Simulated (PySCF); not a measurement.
**Shifts of the heteroatoms**

Atoms are numbered as in `[CH3:1][Si:2]([CH3:3])([CH3:4])[n:5]1[n:6][cH:7][c:8]([C:9]#[N:10])[n:11]1` (H(Xn): hydrogen on atom n).

Computational details: structure optimised with GFN2-xTB, PBE0/pcSseg-1 with gauge-including orbitals, in PySCF 2.14 (non-relativistic Hamiltonian, fast rotation and ring inversion assumed for equivalent nuclei, no solvent, a single conformation).

**Question.** Predict the ²⁹Si NMR data.

**Answer.** 
```json
{"atoms": "Si2", "environment": "silicon bonded to 3 C, N", "σ (ppm)": "326.2", "δ (ppm)": "11.8"}
```

Shieldings were converted by a linear fit to measured shifts: ²⁹Si: δ = 279.94 − 0.822σ (rms 8.9 ppm, 72 shifts, 25.8 ppm with the 6 outliers that the fit left out vs TMS, solution or neat liquid). Occasional misses reach two or three times the rms, and more in compound classes unlike the fitted ones.

On a 600 MHz spectrometer ²⁹Si resonates near 119.2 MHz, so 1 ppm is 119.2 Hz.

**Question.** Predict the ¹⁵N NMR data.

**Answer.** 
| atoms | environment | σ (ppm) | δ (ppm) |
| --- | --- | --- | --- |
| N11 | pyridine-type nitrogen of an azole | -124.2 | -33.6 |
| N6 | pyridine-type nitrogen of an azole | -107.2 | -49.3 |
| N10 | nitrile nitrogen | -60.3 | -92.5 |
| N5 | pyrrole-type ring nitrogen | -30.1 | -120.4 |

Shieldings were converted by a linear fit to measured shifts: ¹⁵N (scatter 6.3 ppm rms vs CH3NO2, solution or neat liquid). A few per cent of atoms miss by over 2 rms, more outside the fitted compound classes.

On a 500 MHz spectrometer ¹⁵N resonates near 50.7 MHz, so 1 ppm is 50.7 Hz.
